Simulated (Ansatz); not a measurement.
Computed with Ansatz on PBE0-D4/def2-TZVP structures; ΔE is electronic, products minus reactants. CBS: MP2 limit from def2 TZ/QZ plus the TZ coupled-cluster correction, frozen cores. This one scheme is used for every species. DFT in def2-TZVPP. HSE06 is defined as in plane-wave codes. Each species was taken in one conformer, which may not be the lowest.

`CC(C)BS` + CH₃OH → `COBS` + `CCC`  (ligand exchange at a B–C bond)

```tsv
level	ΔE (kJ/mol)
ωB97M-V	-131.5
PBE0	-131.1
HSE06	-131.0
CCSD/CBS(def2)	-129.7
```

Task: What does CCSD(T)/CBS give? (An estimate is asked.)

Result: The calculation gave: -127.7 kJ/mol. The listed levels differ from it by -3.8, -3.4, -3.3, -2.0 kJ/mol.

Largest T1 diagnostic among the species: 0.013.

In def2-TZVPP, CCSD(T) changes the Hartree–Fock value by +17.8 kJ/mol (the triples alone add +2.0 kJ/mol) and MP2 by +18.8 kJ/mol. The D4 term adds +6.4 kJ/mol with B3LYP and +3.8 kJ/mol with PBE0; it sums over pairs of atoms, weighted by their polarisabilities, and B3LYP, whose exchange is more repulsive, gets the larger term. At CCSD(T), def2-SVP lies −16.8 kJ/mol from the extrapolated value and def2-TZVPP −1.5 kJ/mol.

B3LYP here is the variant with VWN-RPA as its local correlation; programs differ in this.
